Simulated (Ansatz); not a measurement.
`[SiH3][SiH2][GaH2]` → `[GaH2]`• + `[SiH2][SiH3]`•  (homolysis of the Ga–Si bond)

Calculated with Ansatz (gas phase, PBE0-D4/def2-TZVP geometries, no zero-point term in ΔE). CCSD(T)/CBS adds triple-zeta CCSD(T) − MP2 to the extrapolated MP2 energy (def2 sets, frozen cores). Functionals use def2-TZVPP. B3LYP here is the variant with VWN-RPA as its local correlation; programs differ in this. HSE06 is defined as in plane-wave codes. Open shells (•) are unrestricted, without spin–orbit coupling. For Ga outer-core shells are correlated without core-valence functions, which leaves a few kJ/mol of doubt a bond. Scalar relativity is left out up to krypton.

`[SiH3][SiH2][GaH2]`:

```xyz
10

Si    0.017   -1.366   -1.114
Si    0.757   -0.014    0.650
Ga   -0.740    1.854    0.886
H     0.906   -2.541   -1.316
H    -0.021   -0.577   -2.375
H    -1.361   -1.856   -0.834
H     0.804   -0.853    1.882
H     2.148    0.423    0.338
H    -2.000    1.758    1.821
H    -0.508    3.171    0.060
```

`[GaH2]`•:

Cartesian coordinates in Å:
```
Ga -0.402 -0.184 0.285
H 0.739 0.675 0.992
H -0.336 -0.491 -1.277
```

`[SiH2][SiH3]`•:

Cartesian coordinates in Å:
```
Si -0.026 -0.599 -1.245
Si 0.264 0.300 0.879
H -1.133 -1.587 -1.351
H -0.139 0.411 -2.333
H 1.463 1.180 0.872
H -0.909 1.101 1.329
H 0.480 -0.807 1.848
```

```
             level  ΔE (kJ/mol)  difference from CCSD(T)/CBS
            PBE-D4        289.2                        -20.6
         revPBE-D4        278.1                        -31.7
           BLYP-D4        276.3                        -33.5
         r2SCAN-D4        279.7                        -30.1
            B97M-V        295.8                        -14.0
           PBE0-D4        290.3                        -19.5
          B3LYP-D4        282.9                        -26.9
        r2SCANh-D4        279.3                        -30.5
        r2SCAN0-D4        278.9                        -30.9
          HSE06-D4        290.1                        -19.7
          BHLYP-D4        285.2                        -24.6
      CAM-B3LYP-D4        286.2                        -23.6
           ωB97X-V        304.4                         -5.4
           ωB97M-V        295.6                        -14.2
            B2PLYP        283.1                        -26.7
          PBE-QIDH        295.1                        -14.7
            revPBE        264.0                        -45.8
              BLYP        261.3                        -48.5
            r2SCAN        277.7                        -32.1
              PBE0        283.3                        -26.5
             B3LYP        270.3                        -39.5
           r2SCANh        277.1                        -32.7
             HSE06        283.3                        -26.5
             BHLYP        272.3                        -37.5
         CAM-B3LYP        278.7                        -31.1
           LC-ωPBE        286.2                        -23.6
       HF/def2-SVP        206.9                       -102.9
      MP2/def2-SVP        282.9                        -26.9
     CCSD/def2-SVP        275.1                        -34.7
  CCSD(T)/def2-SVP        280.1                        -29.7
     HF/def2-TZVPP        201.9                       -107.9
    MP2/def2-TZVPP        299.2                        -10.6
SCS-MP2/def2-TZVPP        297.5                        -12.3
   CCSD/def2-TZVPP        288.2                        -21.6
     HF/def2-QZVPP        200.6                       -109.2
    MP2/def2-QZVPP        307.0                         -2.8
SCS-MP2/def2-QZVPP        305.4                         -4.4
      HF/CBS(def2)        200.5                       -109.3
     MP2/CBS(def2)        313.5                          3.7
    CCSD/CBS(def2)        302.5                         -7.3
       CCSD(T)/CBS        309.8                            0
```

Largest T1 diagnostic among the species: 0.015.

The D4 term adds +12.5 kJ/mol with B3LYP and +6.9 kJ/mol with PBE0; it sums over pairs of atoms, weighted by their polarisabilities, and B3LYP, whose exchange is more repulsive, gets the larger term. In def2-TZVPP, CCSD(T) changes the Hartree–Fock value by +93.6 kJ/mol (the triples alone add +7.3 kJ/mol) and MP2 by +97.3 kJ/mol; breaking electron pairs costs correlation energy, which Hartree–Fock lacks. From BLYP to BHLYP (50 % exact exchange), in def2-TZVPP and without D4, ΔE moves by +11.0 kJ/mol.
